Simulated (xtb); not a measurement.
C2F6, charge -1, doublet, at the geometry of the source list (a state made from the parent by changing its charge; the spin is typed, not shown lowest). Base run: GFN2-xTB run with xtb.

The xtb input:
```
$ xtb mol.xyz --gfn 2 --chrg -1 --uhf 1 --json

# file mol.xyz
8

F      1.39660000    -0.29340000    -1.02660000
C      0.76480000    -0.07020000     0.11950000
F      1.25550000     1.03900000     0.65930000
F      1.01660000    -1.08260000     0.94070000
C     -0.76480000     0.07020000    -0.11950000
F     -1.01670000     1.08270000    -0.94060000
F     -1.25550000    -1.03900000    -0.65940000
F     -1.39660000     0.29330000     1.02660000
```

The base run was repeated with changes; each row names its change, and settings that it needs were set with it.

| change | ΔE vs base (mEh) | SCF cycles |
|---|---|---|
| base | 0.000 | 9 |
| file = coord | 0.000 | 9 |
| alpb = dmf | -77.920 | 9 |
| etemp = 3000 | -13.670 | 8 |

ALPB and GBSA are two models with their own fitted parameters for each solvent, which aren't always the measured dielectric constant.
